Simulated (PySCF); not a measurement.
C3HBrClF.

```xyz
7

F     -3.2888     0.9456    -0.5259
C     -2.5644    -0.1068    -0.1452
C     -1.2596    -0.1570    -0.2526
C      0.0403    -0.2523    -0.3256
Cl     0.8628    -0.8921    -1.7010
Br     1.1659     0.3050     1.0779
H     -3.1728    -0.9214     0.2644
```

Geometry optimised at ωB97X-D3(BJ)/def2-SVP. This is a generated structure with no PubChem entry under its InChIKey; it may be hypothetical.

These are PBE/pcSseg-1 in PySCF values and carry that method's errors. Non-relativistic, no solvent.

**Question.** Give the absolute GIAO shielding of each atom: isotropic value and principal components (ppm). (The exact figures need the calculation; the answer reports its results.)

**Answer.** 
```
atom  σ(iso)    σ11     σ22     σ33    span
----  ------  -----  ------  ------  ------
F1     272.7  188.5   237.5   392.0   203.6
C2      43.8  -12.0    56.9    86.6    98.6
C3     -22.6  -47.6   -18.8    -1.5    46.1
C4      57.7   -0.8    83.4    90.5    91.3
Cl5    506.4  297.3   369.2   852.8   555.6
Br6   1555.1  861.3  1173.2  2630.8  1769.6
H7      23.9   20.9    24.3    26.4     5.5
```
